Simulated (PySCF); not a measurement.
Isomers of C7H12O3, one GFN2-xTB conformer each. Single-point energies are computed at PBE0/pcSseg-1 (PySCF, gas phase, no added dispersion term), electronic only.

```tsv
SMILES	GFN2-xTB relative energy (kJ/mol)
O=C(O)[C@H]1CCCOCC1	87.8
CC(C)O[C@H]1CC(=O)CO1	125.8
CCC[C@]1(C)COC(=O)O1	0.0
```

Conformers: `[O:1]=[C:2]([OH:3])[C@H:4]1[CH2:5][CH2:6][CH2:7][O:8][CH2:9][CH2:10]1` with O1–C2–O3–H 1°, O1–C2–C4–C5 -95°, C2–C4–C5–C6 159°, C4–C5–C6–C7 -84°, C5–C6–C7–O8 75°, C6–C7–O8–C9 -62°; `[CH3:1][CH:2]([CH3:3])[O:4][C@H:5]1[CH2:6][C:7](=[O:8])[CH2:9][O:10]1` with C1–C2–O4–C5 82°, C2–O4–C5–C6 170°, O4–C5–C6–C7 96°, C5–C6–C7–O8 -170°, C6–C7–C9–O10 9°, C7–C9–O10–C5 -27°; `[CH3:1][CH2:2][CH2:3][C@:4]1([CH3:5])[CH2:6][O:7][C:8](=[O:9])[O:10]1` with C1–C2–C3–C4 175°, C2–C3–C4–C5 60°.

Q: What does PBE0/pcSseg-1 give for the same structures?

A: 
```tsv
SMILES	PBE0/pcSseg-1 E (Eh)	PBE0/pcSseg-1 (kJ/mol)	GFN2-xTB (kJ/mol)	point group
CCC[C@]1(C)COC(=O)O1	-499.04947	0.0	0.0	C1
O=C(O)[C@H]1CCCOCC1	-499.03327	42.5	87.8	C1
CC(C)O[C@H]1CC(=O)CO1	-499.01018	103.2	125.8	C1
```

Both levels put the same isomer lowest; measured from each level's own lowest isomer, the values differ by up to 45.3 kJ/mol (O=C(O)[C@H]1CCCOCC1: 87.8 against 42.5). As drawn, the lowest has a C(=O)–O unit, which the highest lacks.

Q: Which frontier levels, dipoles and rotational constants go with these structures?

A: 
```
               SMILES  HOMO (eV, PBE0/pcSseg-1)  LUMO (eV)  dipole (D)       A, B, C (MHz)
 CCC[C@]1(C)COC(=O)O1                     -8.40       0.88        6.11  2753, 737.1, 716.6
  O=C(O)[C@H]1CCCOCC1                     -7.22       0.30        2.41  2479, 927.6, 778.5
CC(C)O[C@H]1CC(=O)CO1                     -7.29      -0.73        2.71  2836, 774.7, 703.2
```
